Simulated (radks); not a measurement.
Q: Neutral bromine, 35 electrons, occupied as [Ar] 3d10 4s2 4p5. Calculated with a radial shooting solver on a logarithmic mesh with Libxc functionals: scalar-relativistic Kohn-Sham, BP86, spin-polarised, spherical densities, finite nucleus; open shells are filled with parallel spins first; Fermi nuclear charge, rms radius 4.1629 fm. Some entries of the table are withheld. Estimate them.

| orbital | occ. | eigenvalue (eV) | <r^2> (bohr^2) | <1/r> (bohr^-1) |
|---|---|---|---|---|
| 1s up | 1 | -13321.47 | 0.002460 | 35.66 |
| 1s down | 1 | -13321.41 | 0.002460 | 35.66 |
| 2s up | 1 | -1733.623 | 0.04235 | 7.898 |
| 2s down | 1 | -1733.592 | 0.04235 | 7.898 |
| 2p up | 3 | -1529.079 | 0.03350 | 7.730 |
| 2p down | 3 | -1529.024 | 0.03350 | 7.729 |
| 3s up | 1 | -238.1784 | 0.3499 | 2.593 |
| 3s down | 1 | -238.1036 | 0.3498 | 2.593 |
| 3p up | 3 | -173.6181 | (1) | 2.441 |
| 3p down | 3 | -173.5338 | (2) | 2.441 |
| 3d up | 5 | (3) | 0.4335 | 2.151 |
| 3d down | 5 | (4) | 0.4321 | 2.153 |
| 4s up | 1 | -20.6019 | 3.213 | 0.7945 |
| 4s down | 1 | -19.8575 | 3.222 | 0.7954 |
| 4p up | 3 | (5) | 5.152 | 0.6318 |
| 4p down | 2 | (6) | 5.288 | 0.6272 |

A: 
(1) 3p up <r^2> (bohr^2): 0.3730
(2) 3p down <r^2> (bohr^2): 0.3728
(3) 3d up eigenvalue (eV): -66.8843
(4) 3d down eigenvalue (eV): -66.7756
(5) 4p up eigenvalue (eV): -8.2911
(6) 4p down eigenvalue (eV): -7.5810
